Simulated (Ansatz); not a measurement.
Reactions of C3H5ClSi, SMILES `ClCC1=C[SiH2]1`.

Gas-phase electronic energies from Ansatz, PBE0-D4/def2-TZVP geometries. CBS: MP2 limit from def2 TZ/QZ plus the TZ coupled-cluster correction, frozen cores. This one scheme is used for every species. Functionals use def2-TZVPP. B3LYP here is the variant with VWN-RPA as its local correlation; programs differ in this. def2 core potentials past Kr. For I outer-core shells are correlated without core-valence functions, which leaves a few kJ/mol of doubt a bond. Each species was taken in one conformer, which may not be the lowest.

```tsv
reaction	PBE0-D4 (kcal/mol)	B3LYP-D4 (kcal/mol)	ωB97X-V (kcal/mol)	CCSD(T)/CBS(def2) (kcal/mol)
`ClCC1=C[SiH2]1` + `C=CF` → `C=C(F)CCl` + `C1=C[SiH2]1`	0.3	0.6	-0.2	0.1
`ClCC1=C[SiH2]1` + HI → `IC1=C[SiH2]1` + `CCl`	1.4	0.6	2.3	0.3
`ClCC1=C[SiH2]1` + `BN=C` → `C=NBCCl` + `C1=C[SiH2]1`	-5.7	-5.4	-6.2	-6.6
`ClCC1=C[SiH2]1` + H–F → `FC1=C[SiH2]1` + `CCl`	12.4	11.5	10.9	15.3
```

Largest T1 diagnostic: 0.016, for `BN=C`.
